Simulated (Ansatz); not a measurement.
```xyz
7

C     0.315    1.094   -0.513
O    -0.033   -0.113    0.053
Mg   -0.473   -1.645    0.772
Br   -1.059   -3.683    1.728
H     1.393    1.150   -0.718
H    -0.206    1.259   -1.467
H     0.064    1.937    0.145
```

Charge 0, multiplicity 1.

(1) List the r2SCAN/def2-TZVPP orbital energies in eV (Ansatz 0.2.0). (Best estimate.)

Results:

(1) Ansatz gave: Occupied: -13121.26, -1694.49, -1525.22, -1525.20, -1525.20, -1267.82, -514.63, -273.81, -234.13, -174.28, -174.19, -174.19, -83.79, -68.14, -68.11, -68.11, -68.04, -68.04, -49.30, -49.30, -49.11, -25.20, -19.16, -16.76, -11.14, -10.70, -10.70, -8.45, -7.32, -7.32, -6.24, -6.24. Lowest empty: -1.70, 0.05, 0.05, 1.64, 2.35, 2.87, 2.87, 3.39.
